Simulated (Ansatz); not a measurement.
Basis sets compared for HgBr₂. The state is a singlet with charge 0. Geometry PBE-D4/def2-TZVP. Ansatz on 2 threads of Arm Neoverse V2 on a shared host; times are rough, and most runs start from earlier orbitals.

```xyz
3

Hg    0.0000    0.0000    0.0000
Br   -0.2475    1.7740    1.6213
Br    0.2475   -1.7740   -1.6213
```

In the def2 sets Hg takes a core potential; there is no spin–orbit coupling.

Binding counts from free atoms (Hg singlet, Br doublet) in the same basis, without a counterpoise term.

```csv
level,functions,energy (Eh),HOMO (eV),LUMO (eV),binding per atom (eV),wall time
PBE-D4/def2-SVP,96,-5300.5125,-6.98,-3.42,1.33,1.4 s
PBE-D4/def2-TZVP,139,-5301.1522,-7.15,-3.49,1.40,2.4 s
PBE-D4/def2-TZVPD,160,-5301.1531,-7.18,-3.53,1.40,3.4 s
r2SCAN-D4/def2-TZVP (with forces),139,-5301.9259,-7.47,-3.38,1.42,7 s
r2SCAN-D4/def2-TZVPD,160,-5301.9266,-7.48,-3.39,1.42,7.5 s
PBE0-D4/def2-SVP,96,-5300.6529,-8.29,-2.61,1.31,2.3 s
PBE0-D4/def2-TZVP,139,-5301.2922,-8.41,-2.64,1.39,4.4 s
PBE0-D4/def2-TZVPD,160,-5301.2931,-8.42,-2.67,1.39,5.5 s
```

Q: Estimate the rows for PBE0-D4/def2-QZVPP.

A: 
| level | functions | energy (Eh) | HOMO (eV) | LUMO (eV) | binding per atom (eV) | wall time |
| --- | --- | --- | --- | --- | --- | --- |
| PBE0-D4/def2-QZVPP | 266 | -5301.4003 | -8.40 | -2.63 | 1.42 | 9.5 s |
